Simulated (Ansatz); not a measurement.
Basis sets compared for 1CB, `Cc1ccc(-c2ccc(C#N)cc2)cc1`. Total charge 0; singlet. Geometry PBE-D4/def2-SVP. Ansatz on 4 threads of AMD EPYC 9R45 on a shared host; times are rough, and most runs start from earlier orbitals.

Cartesian coordinates in Å:
```
C -0.3034 -4.6713 -0.4817
C -0.1834 -3.1779 -0.3233
C -0.2100 -2.5707 0.9489
C -0.1259 -1.1814 1.0945
C -0.0176 -0.3357 -0.0322
C 0.0724 1.1351 0.1182
C 0.7235 1.7174 1.2319
C 0.8120 3.1027 1.3799
C 0.2443 3.9581 0.4064
C 0.3299 5.3812 0.5517
N 0.3991 6.5478 0.6697
C -0.4100 3.3907 -0.7125
C -0.4899 2.0035 -0.8477
C 0.0084 -0.9438 -1.3084
C -0.0693 -2.3333 -1.4478
H 0.3444 -5.0488 -1.2984
H -0.0328 -5.2067 0.4494
H -1.3455 -4.9621 -0.7375
H -0.3041 -3.2033 1.8462
H -0.1760 -0.7414 2.1021
H 1.1976 1.0670 1.9818
H 1.3285 3.5379 2.2477
H -0.8604 4.0505 -1.4680
H -1.0265 1.5793 -1.7093
H 0.1288 -0.3180 -2.2058
H -0.0341 -2.7768 -2.4560
```

Binding counts from free atoms (C triplet, N quartet, H doublet) in the same basis, without a counterpoise term.

| level | functions | energy (Eh) | HOMO (eV) | LUMO (eV) | binding per atom (eV) | wall time |
| --- | --- | --- | --- | --- | --- | --- |
| PBE-D4/def2-SVP | 265 | -593.7138 | -5.85 | -2.57 | 5.49 | 2 s |
| PBE0-D4/def2-SVP | 265 | -593.7603 | -6.76 | -1.86 | 5.37 | 3.8 s |

Estimate the rows for PBE-D4/def2-TZVP (with forces), PBE0-D4/def2-TZVP.


```csv
level,functions,energy (Eh),HOMO (eV),LUMO (eV),binding per atom (eV),wall time
PBE-D4/def2-TZVP (with forces),531,-594.3419,-5.93,-2.70,5.41,6.5 s
PBE0-D4/def2-TZVP,531,-594.3814,-6.79,-1.94,5.29,12 s
```
